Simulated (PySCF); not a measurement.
Input file for PySCF: R-B3LYP/LANL2DZ on C2H6OS (SMILES CS(C)=O).

```python
from pyscf import gto, scf, dft, mp
from pyscf.data.elements import chemcore

mol = gto.M(
    atom='''
    C    -1.36442589    0.12018337   -0.06648577
    S     0.14351483   -0.27868085   -0.99834429
    C     1.31589356    0.26788032    0.27765206
    O     0.23211797   -1.76369041   -1.05101626
    H    -2.20392510   -0.20894811   -0.67610425
    H    -1.35292521   -0.42540859    0.87703502
    H    -1.42449530    1.19606155    0.09973233
    H     2.31215745    0.03816183   -0.09576333
    H     1.21690460    1.34185151    0.43732702
    H     1.12518307   -0.28741062    1.19596748
    ''',
    basis='lanl2dz',
    ecp={'S': 'lanl2dz'},
    charge=0, spin=0, verbose=3, max_memory=1800)
mf = dft.RKS(mol, xc='b3lyp')
mf.conv_tol = 1e-8
mf.max_cycle = 100
mf.kernel()
if not mf.converged:
    mf = mf.newton().run(mf.mo_coeff, mf.mo_occ)
```

Program output:

```
converged SCF energy = -165.007384059858
```

The calculation finished and met its thresholds.

Cost: around 1.8 core-seconds (rough).
